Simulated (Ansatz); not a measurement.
Species: BF₂, charge 1, singlet. BF2+ (parent SMILES [B](F)F, singlet).
B3LYP-D3(BJ)/def2-TZVP minimum from Ansatz (a quantum-chemistry and plane-wave program):
```
B
F 1 1.2292
F 1 1.2292 2 180.00
```
Charge +1, spin multiplicity 1.

Hartree-Fock and MP2 correlation energies in hartree (Ansatz). UHF or UKS for unpaired electrons; spin-orbit terms are left out. Cores are frozen in correlated methods. No relativity. The spin of BF2+ (parent SMILES F[B]F, singlet) was assumed, and the state is the lowest solution found for it.

```csv
basis,X,E(HF),"E(corr, MP2)"
cc-pVTZ,3,-223.40011,-0.56892
cc-pVQZ,4,-223.41937,-0.61862
cc-pV5Z,5,-223.42425,withheld
```

### Question
Fit E(corr) = E∞ + A/X³ to X = 3 and 4, predict X = 5, and compare with the run.

### Answer
A = (-0.56892 - (-0.61862))/(1/27 - 1/64) = 2.3211; E∞ = -0.61862 - A/64 = -0.65489; at X = 5, E∞ + A/125 = -0.63632. The run gave -0.63942, 3.10 mEh below the prediction. The same form on X = 4 and 5 gives E∞ = -0.66124, 6.36 mEh below the first estimate.
